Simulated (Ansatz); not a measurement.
Breaking the Si1–H2 bond in HISi (SMILES [SiH]I) (multiplicity 1 held, fragments rigid). Energies count from the point at 1.522 Å.
Geometry at that point (charge 0, multiplicity 1):
```xyz
3

Si    -1.121    -0.933     1.278
H     -2.094    -1.386     0.198
I      0.336     0.273    -0.341
```

R- and RO- levels are restricted; in cc, def2 and unpolarised 6-31G sets they are followed outwards from rest. Unrestricted levels (U-) break spin symmetry where that is lower. Active spaces are followed from a long bond inwards. Levels need not reach the same state.

Cores are frozen in the correlated methods. Filled d and f shells under p-block atoms count as core.

Run with Ansatz (a quantum-chemistry and plane-wave program). Each number belongs to the level named beside it. In def2 rows elements past Kr take small-core potentials, without spin–orbit coupling.

Energies in kcal/mol.

```tsv
R (Å)	R-r2SCAN/def2-TZVPP	U-r2SCAN/def2-TZVPP	R-CCSD(T)/def2-TZVPP	CASSCF(2,2)/def2-TZVPP	FIC-MRCISD+Q on CASSCF(2,2)/def2-TZVPP
1.218	26.4	26.4	25.6	27.3	25.6
1.370	5.2	5.2	4.8	5.6	4.8
1.522	0.0	0.0	0.0	0.0	0.0
1.675	3.0	3.0	3.5	2.6	3.5
1.827	10.0	10.0	10.9	9.3	10.8
2.055	23.4	23.4	24.5	21.8	24.4
2.284	37.0	37.0	37.8	34.0	37.6
2.664	57.0	55.2	55.3	50.1	55.0
3.045	72.3	63.8	65.3	59.7	65.8
3.502	85.4	68.8	67.7	64.8	71.8
4.111	96.0	71.6	61.7	66.8	74.2
4.872	102.7	72.6	53.8	67.3	74.8
```

Doubts at one or more of the structures used: a restricted determinant that unrestricted orbitals would lower (R-r2SCAN/def2-TZVPP, R-CCSD(T)/def2-TZVPP); a spin-contaminated determinant (U-r2SCAN/def2-TZVPP); other coupled-cluster roots lie near (R-CCSD(T)/def2-TZVPP); T1 above 0.05 (R-CCSD(T)/def2-TZVPP).
